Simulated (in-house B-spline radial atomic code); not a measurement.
Computed with a B-spline radial atomic code. Model: two electrons, singlet ground state, non-relativistic, full CI in B-splines with partial waves to l = 8 (at full coupling up to 3e-4 hartree above the limit, correlation up to 0.6 % small), density held at that of full coupling by Lieb maximisation.

W(λ) is the mean repulsion in the state of coupling λ less the Hartree energy of the fixed density. Its start is exact exchange, its initial slope is twice the second-order Görling-Levy correlation energy, and its area from 0 to 1 is E_xc. A straight curve means weak, dynamic correlation, and a curve that drops fast and flattens means strong correlation.

Command:
```bash
python run_ac.py task.json out
```
Settings (lengths in bohr, energies in hartree):
```
potential              coulomb
strength               1.14
lmax                   8
wall_radius            1.17
```

Cost of the run: 1.1 s on 1 thread of Intel(R) Xeon(R) Processor @ 2.30GHz (shared host).

**W = mean repulsion less Hartree energy, and W of three functionals.**

Given: confinement point charge; nuclear charge 1.14; hard wall radius 1.17 bohr; external potential -Z/r.

Computed: PBE exchange minus exact 73.531 millihartree; SCAN exchange minus exact -1.8289 millihartree.

```json
{"coupling": "0", "W xc (hartree)": "-1.632", "W xc minus exchange (millihartree)": "0", "kinetic minus Kohn-Sham (millihartree)": "0", "LDA (PW92) W minus its exchange (millihartree)": "0", "PBE W minus its exchange (millihartree)": "0", "SCAN W minus its exchange (millihartree)": "0"}
{"coupling": "0.02", "W xc (hartree)": "-1.634", "W xc minus exchange (millihartree)": "-2.036", "kinetic minus Kohn-Sham (millihartree)": "0", "LDA (PW92) W minus its exchange (millihartree)": "-13.21", "PBE W minus its exchange (millihartree)": "-3.15", "SCAN W minus its exchange (millihartree)": "-1.94"}
{"coupling": "0.05", "W xc (hartree)": "-1.6371", "W xc minus exchange (millihartree)": "-5.066", "kinetic minus Kohn-Sham (millihartree)": "0.1", "LDA (PW92) W minus its exchange (millihartree)": "-27.51", "PBE W minus its exchange (millihartree)": "-7.84", "SCAN W minus its exchange (millihartree)": "-4.8"}
{"coupling": "0.12", "W xc (hartree)": "-1.644", "W xc minus exchange (millihartree)": "-12.029", "kinetic minus Kohn-Sham (millihartree)": "0.7", "LDA (PW92) W minus its exchange (millihartree)": "-53.72", "PBE W minus its exchange (millihartree)": "-18.48", "SCAN W minus its exchange (millihartree)": "-11.31"}
{"coupling": "0.25", "W xc (hartree)": "-1.6566", "W xc minus exchange (millihartree)": "-24.578", "kinetic minus Kohn-Sham (millihartree)": "3", "LDA (PW92) W minus its exchange (millihartree)": "-91.42", "PBE W minus its exchange (millihartree)": "-37.19", "SCAN W minus its exchange (millihartree)": "-22.94"}
{"coupling": "0.4", "W xc (hartree)": "-1.6705", "W xc minus exchange (millihartree)": "-38.464", "kinetic minus Kohn-Sham (millihartree)": "7.5", "LDA (PW92) W minus its exchange (millihartree)": "-126.33", "PBE W minus its exchange (millihartree)": "-57.22", "SCAN W minus its exchange (millihartree)": "-35.73"}
{"coupling": "0.6", "W xc (hartree)": "-1.688", "W xc minus exchange (millihartree)": "-56.047", "kinetic minus Kohn-Sham (millihartree)": "16.3", "LDA (PW92) W minus its exchange (millihartree)": "-164.97", "PBE W minus its exchange (millihartree)": "-81.71", "SCAN W minus its exchange (millihartree)": "-51.89"}
{"coupling": "0.8", "W xc (hartree)": "-1.7046", "W xc minus exchange (millihartree)": "-72.633", "kinetic minus Kohn-Sham (millihartree)": "27.9", "LDA (PW92) W minus its exchange (millihartree)": "-197.85", "PBE W minus its exchange (millihartree)": "-104.11", "SCAN W minus its exchange (millihartree)": "-67.16"}
{"coupling": "1", "W xc (hartree)": "-1.7203", "W xc minus exchange (millihartree)": "-88.295", "kinetic minus Kohn-Sham (millihartree)": "42", "LDA (PW92) W minus its exchange (millihartree)": "-226.72", "PBE W minus its exchange (millihartree)": "-124.77", "SCAN W minus its exchange (millihartree)": "-81.63"}
{"coupling": "1.4", "W xc (hartree)": "-1.7491", "W xc minus exchange (millihartree)": "-117.1", "kinetic minus Kohn-Sham (millihartree)": "76.5", "LDA (PW92) W minus its exchange (millihartree)": "-276.03", "PBE W minus its exchange (millihartree)": "-161.84", "SCAN W minus its exchange (millihartree)": "-108.48"}
{"coupling": "2", "W xc (hartree)": "?", "W xc minus exchange (millihartree)": "?", "kinetic minus Kohn-Sham (millihartree)": "?", "LDA (PW92) W minus its exchange (millihartree)": "?", "PBE W minus its exchange (millihartree)": "?", "SCAN W minus its exchange (millihartree)": "?"}
{"coupling": "3", "W xc (hartree)": "-1.8384", "W xc minus exchange (millihartree)": "-206.37", "kinetic minus Kohn-Sham (millihartree)": "268.1", "LDA (PW92) W minus its exchange (millihartree)": "-412.57", "PBE W minus its exchange (millihartree)": "-273.07", "SCAN W minus its exchange (millihartree)": "-194.78"}
{"coupling": "4.5", "W xc (hartree)": "?", "W xc minus exchange (millihartree)": "?", "kinetic minus Kohn-Sham (millihartree)": "?", "LDA (PW92) W minus its exchange (millihartree)": "?", "PBE W minus its exchange (millihartree)": "?", "SCAN W minus its exchange (millihartree)": "?"}
{"coupling": "7", "W xc (hartree)": "-1.9627", "W xc minus exchange (millihartree)": "-330.69", "kinetic minus Kohn-Sham (millihartree)": "858.1", "LDA (PW92) W minus its exchange (millihartree)": "-592.02", "PBE W minus its exchange (millihartree)": "-431.4", "SCAN W minus its exchange (millihartree)": "-326.72"}
{"coupling": "10", "W xc (hartree)": "-2.0143", "W xc minus exchange (millihartree)": "-382.3", "kinetic minus Kohn-Sham (millihartree)": "1291.4", "LDA (PW92) W minus its exchange (millihartree)": "-669.24", "PBE W minus its exchange (millihartree)": "-502.12", "SCAN W minus its exchange (millihartree)": "-385.87"}
```

Task: What belongs in the row 2?

Result: W xc (hartree): -1.7869; W xc minus exchange (millihartree): -154.88; kinetic minus Kohn-Sham (millihartree): 140.4; LDA (PW92) W minus its exchange (millihartree): -335.88; PBE W minus its exchange (millihartree): -209.26; SCAN W minus its exchange (millihartree): -144.33.

Task: What belongs in the row 4.5?

Result: W xc (hartree): -1.8965; W xc minus exchange (millihartree): -264.56; kinetic minus Kohn-Sham (millihartree): 483.9; LDA (PW92) W minus its exchange (millihartree): -496.4; PBE W minus its exchange (millihartree): -345.76; SCAN W minus its exchange (millihartree): -254.59.

Task: What is the LDA exchange minus exact?

Result: 231.05 millihartree.

**Energy parts, natural occupations and partial-wave weights.**

Computed: total energy 3.7341 hartree; exchange energy -1.632 hartree; correlation energy -0.046308 hartree; initial slope twice GL2 -0.1021 hartree; kinetic part over minus potential part 0.47553; Kohn-Sham kinetic 7.4384 hartree; Lieb Oxford ratio E_xc over LDA exchange 1.198.

| natural | occupation of the shell (electrons) |
| --- | --- |
| s | 1.9926 |
| p | ? |
| s | 0.00035765 |
| d | 0.00029414 |
| p | 5.1257e-05 |
| f | 3.891e-05 |

Task: What belongs in the row p?

Result: occupation of the shell (electrons): 0.0065797.

| wave | weight |
| --- | --- |
| s | 0.9965 |
| p | 0.0033168 |
| d | 0.00015294 |
| f | ? |
| g | 4.8704e-06 |

Task: What belongs in the row f?

Result: weight: 2.1073e-05.

Task: What is the kinetic part of the DFT correlation energy?

Result: 0.041986 hartree.

Task: What is the Hartree energy?

Result: 3.264 hartree.

Half-way to full coupling W has made 54 % of its drop, against 50 % for a straight line, and second-order (GL2) theory, half the initial slope, overshoots the correlation energy by about 10 %: a moderate bend, as in light atoms. Over couplings 0 to 1 the errors in E_xc come to about +140 millihartree for LDA, +53 millihartree for PBE, +1.6 millihartree for SCAN, so SCAN is nearest. In LDA and PBE and SCAN the errors of exchange and correlation have opposite signs, so the sum is smaller than the larger of the two.
